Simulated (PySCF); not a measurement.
Bonding in `[SiH3]/C=C(\Cl)[SiH2]C[SiH3]`

Species: C3H11ClSi3.
Numbering: `[SiH3:1]/[CH:2]=[C:3](\[Cl:4])[SiH2:5][CH2:6][SiH3:7]` (hydrogens: H8, H9, H10 on Si1; H11 on C2; H12, H13 on Si5; H14, H15 on C6; H16, H17, H18 on Si7)

Geometry (GFN2-xTB, Å), atoms numbered from 1 in this order:
```xyz
18
C3H11ClSi3 angstrom
Si    -3.197    0.221    1.024
C     -1.407   -0.347    1.181
C     -0.691   -0.838    0.178
Cl    -1.459   -0.984   -1.376
Si     1.121   -1.384    0.165
C      2.043   -0.266   -1.060
Si     1.983    1.594   -0.669
H     -4.039   -0.906    0.618
H     -3.286    1.296    0.034
H     -3.619    0.716    2.337
H     -0.903   -0.274    2.135
H      1.167   -2.787   -0.264
H      1.640   -1.248    1.530
H      3.083   -0.589   -1.114
H      1.625   -0.425   -2.055
H      2.726    2.327   -1.700
H      0.596    2.060   -0.644
H      2.608    1.840    0.633
```

Bond orders from the PBE0/pcSseg-1 density (PySCF). The structure is a single GFN2-xTB conformer in the gas phase; no vibrational or solvent corrections.

(1) Where do the orders between heavy atoms depart from those drawn in the SMILES?

(2) Give the Mayer order of every bond, beside its length.

Answers

(1) The largest departure is 0.230, at C3–Si5 (drawn single, 0.770). Drawn single, order below 0.88: Si1–C2 (0.868) and C3–Si5 (0.770).

(2) 
```csv
bond,drawn as,length (Å),Mayer order
Si1–C2,single,1.884,0.868
C2–C3,double,1.327,1.890
C3–Cl4,single,1.739,1.024
C3–Si5,single,1.893,0.770
Si5–C6,single,1.897,0.935
C6–Si7,single,1.902,0.909
Si1–H8,single,1.464,0.943
Si1–H9,single,1.464,0.944
Si1–H10,single,1.465,0.937
C2–H11,single,1.081,0.928
Si5–H12,single,1.468,0.954
Si5–H13,single,1.467,0.953
C6–H14,single,1.090,0.937
C6–H15,single,1.090,0.928
Si7–H16,single,1.467,0.949
Si7–H17,single,1.464,0.950
Si7–H18,single,1.465,0.945
```

By pair of heavy elements: C–Si: lowest C3–Si5 (0.770, 1.893 Å), highest Si5–C6 (0.935, 1.897 Å); in 4 of the 6 pairs the longer bond (by over 0.003 Å) has the higher order (by 0.02 or more).

Problem. Sum the orders of all bonds at each heavy atom with more than one neighbour and set the sums beside the valence in the SMILES.

Solution. Si1 3.692 (drawn 4), C2 3.686 (drawn 4), C3 3.684 (drawn 4), Si5 3.612 (drawn 4), C6 3.709 (drawn 4), Si7 3.753 (drawn 4). Orders between atoms that aren't bonded are not in these sums.

For a closed shell the Mayer order of atoms A and B is Σ (PS)μν (PS)νμ over the basis functions μ on A and ν on B, with P the density and S the overlap matrix.
